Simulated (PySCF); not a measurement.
Identify the unknown among the candidates.

All candidates are C7H8O2.

- Dipole: 4.98 D [PBE0/pcSseg-1]
- 1H NMR: chemical shifts (computed TMS as zero) by class: 6.12 (2 H), 2.24 (6 H) ppm [GIAO PBE0/pcSseg-1]
- Rotational structure: rotational constants A, B, C: 1.964, 1.797, 0.949 GHz [GFN2-xTB]
- 13C NMR: chemical shifts (computed TMS as zero) by class: 179.1 (1 C), 169.2 (2 C), 122.5 (2 C), 23.1 (2 C) ppm [GIAO PBE0/pcSseg-1]
- NMR, other nuclei: isotropic shieldings of nuclei other than C and H, by class: -205 (1 O), 93 (1 O) ppm [GIAO PBE0/pcSseg-1]

Gas-phase values; electronic properties from PySCF, density fitting. Levels stand in brackets. Isolated species at its GFN2-xTB geometry, gas phase. Each NMR value is the plain mean over a class of atoms that symmetry, rotation or inversion makes alike.

**Question.** Which candidate is it?
A. `O=C(O)C1=CC=CCC1`
B. `Cc1cc(=O)cc(C)o1`
C. `C#C/C=C/CCOC=O`

**Answer.** B. It is `Cc1cc(=O)cc(C)o1`. Numbering: `[CH3:1][c:2]1[cH:3][c:4](=[O:5])[cH:6][c:7]([CH3:8])[o:9]1`. Its formula, C7H8O2, gives 4 degrees of unsaturation: 1 ring and 3 π bonds in the structure found (Kekulé form). 7 carbons fall into 4 classes; from least to most shielded: ring carbonyl carbon [C4] (179.1 ppm), unsaturated ring carbon [C2/C7] (169.2 ppm, 2 C), unsaturated ring CH carbon [C3/C6] (122.5 ppm, 2 C), carbon bonded to C and 3 H [C1/C8] (23.1 ppm, 2 C). Hydrogen classes from least to most shielded: 2 H on 2 unsaturated ring CH carbons, C3/C6 (6.12 ppm), 6 H on 2 like atoms (carbon bonded to C and 3 H), C1/C8 (2.24 ppm). The other shieldings belong to: -205 ppm, carbonyl oxygen [O5]; 93 ppm, ring oxygen [O9]. The optimised geometry has point group C2v and is an asymmetric top.

The others, at the same levels:
- `O=C(O)C1=CC=CCC1` fails: it has 7 carbon classes against 4; its computed 13C shifts are 171.4 (1 C), 145.0 (1 C), 142.9 (1 C), 131.8 (1 C), 131.3 (1 C), 26.8 (1 C), 22.7 (1 C) ppm, 1H shifts are 7.46 (1 H), 6.54 (1 H), 6.48 (1 H), 5.95 (1 H), 2.58 (2 H), 2.33 (2 H) ppm and rotational constant A is 3.584 GHz (against 1.964 GHz).
- `C#C/C=C/CCOC=O` fails: it has 7 carbon classes against 4; its computed 13C shifts are 165.7 (1 C), 153.7 (1 C), 117.5 (1 C), 87.7 (1 C), 86.4 (1 C), 66.9 (1 C), 39.3 (1 C) ppm, 1H shifts are 8.16 (1 H), 6.85 (1 H), 5.78 (1 H), 4.49 (2 H), 2.63 (1 H), 2.50 (2 H) ppm and rotational constant A is 5.340 GHz (against 1.964 GHz).

Each candidate is one conformer, not necessarily the lowest. Dipoles, sizes and rotational constants follow the conformer. The torsions of the flexible species, by atom-mapped SMILES:
- `[O:1]=[C:2]([OH:3])[C:4]1=[CH:5][CH:6]=[CH:7][CH2:8][CH2:9]1`: O1–C2–C4–C5 177°, H–O3–C2–O1 0°
- `[CH:1]#[C:2]/[CH:3]=[CH:4]/[CH2:5][CH2:6][O:7][CH:8]=[O:9]`: C3–C4–C5–C6 -121°, C4–C5–C6–O7 -65°, C5–C6–O7–C8 -84°, C6–O7–C8–O9 -1°
